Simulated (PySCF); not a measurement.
Isomers of C6H6OS. The calculation used TDDFT PBE0/def2-SVPD, vertical, gas phase, core orbitals frozen in the response in PySCF. Geometries: GFN2-xTB; one conformer of each isolated species. Triplets are in the Tamm–Dancoff approximation.

A. `C#C[C@@H]1CC(CS1)=O`
B. `CC(=O)c1cccs1`
C. `C[C@H]1C(=O)C=CC1=S`

Lowest singlet levels (six at most, fewer where fewer were computed) with oscillator strengths:

1. 328 nm (f 0.000); 256 nm (f 0.224); 246 nm (f 0.076); 198 nm (f 0.002); 191 nm (f 0.000); 191 nm (f 0.000); T1 3.14 eV
2. 657 nm (f 0.000); 425 nm (f 0.000); 283 nm (f 0.011); 271 nm (f 0.445); 246 nm (f 0.001); 223 nm (f 0.007); T1 1.45 eV
3. 291 nm (f 0.001); 267 nm (f 0.004); 242 nm (f 0.002); 208 nm (f 0.010); 204 nm (f 0.032); 203 nm (f 0.002); T1 3.75 eV

Problem. Match each spectrum to its molecule.

Solution. 1 = B, 2 = C, 3 = A.
- A: S1 at 4.26 eV, HOMO→LUMO (48%), HOMO-1→LUMO (46%); Löwdin shares by element: HOMO sulfur 66%, carbon 20% or more (atoms not listed hold the other 15%); LUMO carbon 49% or more, oxygen 27% (atoms not listed hold the other 24%); HOMO -6.89 and LUMO -1.17 eV.
- B: S1 at 3.78 eV, HOMO-1→LUMO (95%); Löwdin shares by element: HOMO carbon 76% or more (atoms not listed hold the other 24%); LUMO carbon 31% or more, oxygen 17%, sulfur 14% (atoms not listed hold the other 38%); HOMO -7.34 and LUMO -1.92 eV.
- C: S1 at 1.89 eV, HOMO→LUMO (99%); Löwdin shares by element: HOMO sulfur 71%, carbon 17% or more, oxygen 4%; LUMO carbon 48% or more, sulfur 30% (atoms not listed hold the other 22%); HOMO -6.86 and LUMO -3.46 eV.
